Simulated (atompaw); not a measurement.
**LDA (PW92) PAW (atompaw) dataset for carbon (C), non-relativistic all-electron reference.**

- Element: carbon (C)
- Generator: atompaw 4.2.0.5
- Type: PAW
- Functional: LDA (PW92)
- Relativity: non-relativistic
- Frozen core: none
- Valence charge: 6
- Reference configuration: 1s2 2s2 2p1 (charge +1)
- Partial waves: 1s (bound); 2s (bound); 2p (bound); 2p channel at -0.85 Ry
- Local potential: troulliermartins scheme with l = 2 at 0 Ry, radius 1.90 bohr
- Core correction: none
- Augmentation charge: sinc compensation charge, radius 1.85 bohr; PAW radius 2.00 bohr; waves and projectors: bloechl

Question: Does the generator finish with these settings?

Answer: Yes, a potential is produced.

Question: Estimate the cutoffs (Ry, on a coarse ladder) from which the occupation-weighted sum of valence levels, in a spherical-Bessel basis at the reference potential, stays within 10 and 1 mRy of its value at 400 Ry.

Answer: 50 Ry and 60 Ry.

Question: What does a ghost test show?

Answer: No extra level below or beside the all-electron valence levels (s, p, d, f tested).

Question: Is the overlap operator S = 1 + Σ q|β⟩⟨β| positive definite (Bessel basis up to 400 Ry)?

Answer: Barely: its lowest eigenvalue is 0.010 (p channel).

Question: Which valence shell sets the plane-wave cutoff?

Answer: 2s: its level needs 55 Ry to come within 1 mRy, against 40 Ry for 1s.
